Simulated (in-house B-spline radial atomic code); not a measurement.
Te⁺. Computed with a B-spline radial atomic code. Model: non-relativistic spherical atom: semilocal Troullier-Martins pseudo-atom, one channel per l, against all electrons, high spin, G0W0 and RPA with empty states to l = 8, local potential for every l without a channel, a model core (radius 0 = none) keeps its share of the functional.

Without relativity these are model numbers for so heavy an element.

What the tables leave out is listed at the end.

The pseudopotential gives back the lowest level of each angular momentum of its own functional in the configuration it was made in; a second state of the same l is only approximately right. Exact exchange, RPA and GW see the smooth pseudo-orbitals and miss the exchange with the core, for which the functional's share stands in. The column with an uncorrelated core keeps all orbitals and exact exchange, and so separates missing core correlation from pseudisation. Only the three outermost levels and the lowest empty one were computed. RPA here is direct RPA, with no exchange kernel, and its energies carry an (l + 1/2)⁻⁴ tail. A hybrid on a potential with a model core restores only its own semilocal share of the core's exchange.

Command:
```bash
python run_psgw.py task.json out
```
Settings (lengths in bohr, energies in hartree):
```
Z                      52
electrons              51
configuration          [Kr] 4d10 5s2 5p3
generated_in           [Kr] 4d10 5s2 5p4
functional             pbe,pbe
core_shells            7
radius_factor          1
core_correction        True
```

Cost of the run: 37 s on 1 thread of Intel(R) Xeon(R) Platinum 8259CL CPU @ 2.50GHz (Skylake/Cascade Lake) (shared host).

Given: made with PBE; model core radius 0.523 bohr; local radius 0.921 bohr; mean-field start PBE.

Valence shells of the generating configuration: 4p, 4d, 5s, 5p.

Channel: s 1.882, p 0.751, d 0.812 (radii in bohr).

Computed: largest level miss in the spin-unpolarised generating configuration 0.114 eV; valence RPA correlation energy all-electron orbitals -1.3277 hartree; valence RPA correlation energy pseudo -1.5064 hartree; pseudo-atom RPA polarisability 19.52 bohr³.

| level | occupied | mean-field all-electron (eV) | mean-field pseudo minus all (eV) | G0W0 all-electron (eV) | G0W0 uncorrelated core minus all (eV) | G0W0 pseudo minus all (eV) | exchange self-energy all-electron (eV) | exchange self-energy pseudo (eV) |
| --- | --- | --- | --- | --- | --- | --- | --- | --- |
| 5p up | 1 | -14.538 | -0.179 | -18.853 | 0.021 | -0.071 | -17.439 | -16.308 |
| 5s down | 1 | -20.767 | -0.05 | -25.077 | -0.021 | -1.392 | -16.344 | -16.511 |
| 5p down (empty) | 0 | -12.258 | -0.183 | -9.2575 | 0.021 | 0.005 | -5.3162 | -4.099 |

What is the all-electron RPA polarisability, core included?

19.953 bohr³.

Given: mean-field start PBE0.

Computed: valence RPA correlation energy all-electron orbitals -1.2668 hartree; valence RPA correlation energy pseudo -1.4444 hartree; all-electron RPA polarisability, core included 17.773 bohr³.

| level | occupied | mean-field all-electron (eV) | mean-field pseudo minus all (eV) | G0W0 all-electron (eV) | G0W0 uncorrelated core minus all (eV) | G0W0 pseudo minus all (eV) | exchange self-energy all-electron (eV) | exchange self-energy pseudo (eV) |
| --- | --- | --- | --- | --- | --- | --- | --- | --- |
| 5p up | 1 | -15.79 | -0.024 | -19.017 | 0.021 | 0.041 | -17.432 | -16.204 |
| 5s down | 1 | -21.711 | -0.673 | -25.107 | -0.018 | -1.639 | -16.167 | -17.054 |
| 5p down (empty) | 0 | -11.207 | -0.015 | -9.0768 | 0.021 | 0.081 | -5.0398 | -3.8659 |

What is the pseudo-atom RPA polarisability?

17.567 bohr³.

Among the listed levels the largest G0W0 shift of the pseudo-atom is -1.64 eV, for 5s down on the PBE0 start, while leaving the core uncorrelated moves that level by -0.02 eV. So pseudisation and the lost core exchange, not the missing core correlation, make the error. Not in the tables (levels of low weight, unsolved or above zero; the highest and the empty levels are kept at any weight): on PBE the G0W0 levels 5s up (pseudo minus all -0.55 eV, weights 0.18 and 0.21); on PBE0 the G0W0 levels 5s up (pseudo minus all -1.88 eV, weights 0.17 and 0.36); no Hartree-Fock pseudo-atom is run with a model core.
